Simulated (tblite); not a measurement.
Isomers of C9H14O. Calculated harmonic vibrations of the isolated species, GFN2-xTB (tblite), most abundant isotopes, no scaling. Errors from tens to a few hundred cm⁻¹ against measured bands are possible. One conformer each.

Electronic energies: GFN2-xTB at the same geometries; isomer energies are rough at this level and their order can be wrong.

| SMILES | electronic energy, lowest = 0 (kJ/mol) |
| --- | --- |
| C=CC/C(=C\CC)C(C)=O | 163.1 |
| C=C[C@@]12CC[C@@H](C1)[C@H]2OC | 125.4 |
| C#CC[C@@H](C=C)OC(C)C | 273.1 |
| C/C=C\C(=C\CC)C(C)=O | 147.9 |
| CO[C@@H]1C[C@@H]2C=C[C@H]1CC2 | 14.9 |
| CC1(C)[C@@H]2CCC(=O)[C@H]1C2 | 0.0 |
| CCO/C=C\[C@@H]1CC12CC2 | 218.6 |

**Question.** How do GFN2-xTB zero-point energies change the relative energies?

**Answer.** 
```json
{"SMILES": "CC1(C)[C@@H]2CCC(=O)[C@H]1C2", "ZPE (kJ/mol)": "551.9", "of it from modes above 1550 cm⁻¹": "262.7", "electronic (kJ/mol)": "0.0", "with ZPE, lowest = 0 (kJ/mol)": "0.0", "lowest mode (cm⁻¹)": "94", "rings": "3"}
{"SMILES": "CO[C@@H]1C[C@@H]2C=C[C@H]1CC2", "ZPE (kJ/mol)": "552.7", "of it from modes above 1550 cm⁻¹": "259.5", "electronic (kJ/mol)": "14.9", "with ZPE, lowest = 0 (kJ/mol)": "15.7", "lowest mode (cm⁻¹)": "53", "rings": "3"}
{"SMILES": "C=C[C@@]12CC[C@@H](C1)[C@H]2OC", "ZPE (kJ/mol)": "546.2", "of it from modes above 1550 cm⁻¹": "261.6", "electronic (kJ/mol)": "125.4", "with ZPE, lowest = 0 (kJ/mol)": "119.7", "lowest mode (cm⁻¹)": "75", "rings": "3"}
{"SMILES": "C/C=C\\C(=C\\CC)C(C)=O", "ZPE (kJ/mol)": "534.6", "of it from modes above 1550 cm⁻¹": "283.9", "electronic (kJ/mol)": "147.9", "with ZPE, lowest = 0 (kJ/mol)": "130.6", "lowest mode (cm⁻¹)": "17", "rings": "0"}
{"SMILES": "C=CC/C(=C\\CC)C(C)=O", "ZPE (kJ/mol)": "534.4", "of it from modes above 1550 cm⁻¹": "284.2", "electronic (kJ/mol)": "163.1", "with ZPE, lowest = 0 (kJ/mol)": "145.6", "lowest mode (cm⁻¹)": "21", "rings": "0"}
{"SMILES": "CCO/C=C\\[C@@H]1CC12CC2", "ZPE (kJ/mol)": "540.4", "of it from modes above 1550 cm⁻¹": "274.7", "electronic (kJ/mol)": "218.6", "with ZPE, lowest = 0 (kJ/mol)": "207.1", "lowest mode (cm⁻¹)": "12", "rings": "2"}
{"SMILES": "C#CC[C@@H](C=C)OC(C)C", "ZPE (kJ/mol)": "530.3", "of it from modes above 1550 cm⁻¹": "278.4", "electronic (kJ/mol)": "273.1", "with ZPE, lowest = 0 (kJ/mol)": "251.5", "lowest mode (cm⁻¹)": "28", "rings": "0"}
```

The zero-point energies span 22.4 kJ/mol, from `C#CC[C@@H](C=C)OC(C)C` to `CO[C@@H]1C[C@@H]2C=C[C@H]1CC2`. The order is unchanged.

**Question.** What do entropy and thermal enthalpy add at 298.15 K and 1 bar (rigid rotor, harmonic oscillator, one conformer each)?

**Answer.** 
```csv
SMILES,point group,symmetry number,S (J/(mol K)),H − H(0) (kJ/mol),ZPE + H − H(0) − TS (kJ/mol)
CC1(C)[C@@H]2CCC(=O)[C@H]1C2,C1,1,388.8,27.26,463.3
CO[C@@H]1C[C@@H]2C=C[C@H]1CC2,C1,1,388.1,26.19,463.2
C=C[C@@]12CC[C@@H](C1)[C@H]2OC,C1,1,399.4,28.10,455.2
C#CC[C@@H](C=C)OC(C)C,C1,1,468.0,35.67,426.4
```

Not tabulated: `C/C=C\C(=C\CC)C(C)=O` (lowest mode only 17 cm⁻¹); `C=CC/C(=C\CC)C(C)=O` (lowest mode only 21 cm⁻¹); `CCO/C=C\[C@@H]1CC12CC2` (lowest mode only 12 cm⁻¹).
